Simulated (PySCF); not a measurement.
Species: AlCl2(CN), CAlCl₂N.
Geometry (PBE0-D3(BJ)/def2-SVP, Å), atoms numbered from 1 in this order:
```xyz
5
CAlCl2N angstrom
Al     0.294    0.518    0.009
Cl     2.366    0.486    0.061
Cl    -0.772    2.297   -0.033
C     -0.657   -1.146   -0.011
N     -1.231   -2.155   -0.025
```

The calculation used delta-SCF UKS SCAN, pcX-2 on the ionised atom, pcseg-1 elsewhere, spin-free X2C (PySCF). Every row has its own mixed basis.

| ionised atom | basis functions | E(ground) (Eh) | E(ionised) (Eh) |
| --- | --- | --- | --- |
| C4 | 113 | -1258.82778 | -1248.08781 |
| N5 | 113 | -1258.83379 | -1243.91311 |
| Al1 | 124 | -1258.86130 | -1201.16773 |
| Cl2 | 124 | -1258.99018 | -1155.01091 |

Problem. What are the 1s binding energies?

Solution. E(ionised) − E(ground), at 27.2114 eV a hartree:

| atom | environment | difference (Eh) | binding energy (eV) |
| --- | --- | --- | --- |
| C4 | carbon bonded to Al and N | 10.73997 | 292.25 |
| N5 | nitrogen bonded to C | 14.92068 | 406.01 |
| Al1 | aluminium bonded to C and 2 Cl | 57.69357 | 1569.92 |
| Cl2 | chlorine bonded to Al | 103.97927 | 2829.42 |

Problem. How much do the ground-state energies differ, and what would follow from using one of them for all holes?

Solution. They run from -1258.9902 Eh (core basis on Cl2) to -1258.8278 Eh (on C4), 0.1624 Eh or 4.42 eV apart, though the state is the same; only basis and grid differ. Pairing the ion of C4 with the ground state of Cl2 would put its binding energy 4.42 eV too high.

Only 1s holes are shown. Atoms equivalent by their bonding share one computed value, that of the first of them. Geometry: PBE0-D3(BJ)/def2-SVP; no solvent, vibrations or thermal averaging.

The run took 16 s on one thread, x86-64 server, on a shared host.
